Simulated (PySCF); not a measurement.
**Löwdin shares of the frontier orbitals**

Compound: Ti(OSiMe3)2Cl2, C6H18Cl2O2Si2Ti (singlet state).
Structure used (PBE0-D3(BJ)/def2-SVP), in Å, numbered top down from 1:
```xyz
31
C6H18Cl2O2Si2Ti angstrom
Ti    -0.620   -0.063   -0.366
O     -0.562    0.311    1.335
Si    -1.416    1.217    2.506
C     -0.857    2.987    2.304
C     -0.959    0.505    4.170
C     -3.236    1.019    2.126
H     -1.393    3.657    2.995
H     -1.052    3.325    1.274
H      0.222    3.085    2.500
H      0.127    0.565    4.338
H     -1.463    1.055    4.980
H     -1.260   -0.552    4.238
H     -3.462    1.417    1.124
H     -3.532   -0.042    2.147
H     -3.857    1.563    2.856
O      0.962   -0.359   -1.031
Si     1.726   -1.214   -2.299
C      1.779   -3.006   -1.777
C      3.425   -0.465   -2.495
C      0.664   -0.968   -3.819
H      2.219   -3.637   -2.565
H      0.757   -3.365   -1.578
H      2.373   -3.136   -0.859
H      3.997   -0.543   -1.558
H      3.991   -0.983   -3.286
H      3.354    0.599   -2.766
H     -0.339   -1.394   -3.656
H      0.545    0.103   -4.045
H      1.103   -1.459   -4.701
Cl    -1.576    1.652   -1.383
Cl    -1.822   -1.884   -0.716
```

Computed, not measured: PySCF, TDDFT wB97X-D/def2-SVPD, vertical, gas phase, core orbitals frozen in the response. Note that the optimisation stopped short of convergence; the values belong to its last geometry.

Frontier orbitals with the atoms that hold most of them (Löwdin shares over 4%, at most four atoms; ? is withheld):

```
orbital  ε (eV)                                atoms
 LUMO+2    0.03    Ti1 69%, Cl30 9%, Cl31 9%, O16 6%
 LUMO+1   -0.24               Ti1 76%, O16 7%, O2 7%
   LUMO       ?                                    ?
   HOMO  -10.26                                    ?
 HOMO-1  -10.32  Cl30 12%, C18 12%, Cl31 12%, C4 10%
 HOMO-2  -10.36   Cl31 12%, Cl30 12%, C5 10%, C19 8%
 HOMO-3  -10.59   C6 16%, C20 15%, Si3 10%, Si17 10%
```

Problem. Give the leading atoms of the LUMO.

Solution. Ti1 (bonded to 2 Cl and 2 O) 77%; Cl31 (bonded to Ti) 8%; Cl30 (bonded to Ti) 8%. By element: titanium 77%, chlorine 17%.

Problem. Give the leading atoms of the HOMO.

Solution. C6 (bonded to Si and 3 H) 14%; C20 (bonded to Si and 3 H) 13%; O2 (bonded to Si and Ti) 12%; O16 (bonded to Si and Ti) 12%. By element: carbon 27% or more, oxygen 24%.

Problem. What is the LUMO energy, and the HOMO–LUMO gap?

Solution. ε(LUMO) = -0.66 eV; the gap is 9.61 eV (0.3531 hartree).

Problem. The HOMO–LUMO gap is 9.61 eV. Where does the response calculation put the lowest singlet, and from which orbitals?

Solution. S1 is at 4.96 eV (f = 0.0000), 4.65 eV below the gap, made of HOMO-1→LUMO (64%), HOMO-5→LUMO (34%). Its leading pair isn't HOMO and LUMO; the energies of that pair differ by 9.66 eV. Without the coupling terms of the response equations the lowest excitation would equal the gap.

For S1 the Löwdin share of titanium is at most 10% in HOMO-1 and 77% in LUMO.

Next come S2 at 5.08 eV (f 0.016), HOMO→LUMO (52%), HOMO-6→LUMO (12%), HOMO-4→LUMO (10%); S3 at 5.17 eV (f 0.016), HOMO-2→LUMO (46%), HOMO-4→LUMO (18%), HOMO→LUMO (10%); S4 at 5.39 eV (f 0.022), HOMO→LUMO+1 (66%), HOMO-8→LUMO+1 (15%); S5 at 5.46 eV (f 0.014), HOMO-2→LUMO+1 (51%), HOMO-4→LUMO+1 (39%).

Löwdin shares depend on the basis, the more so with diffuse functions.
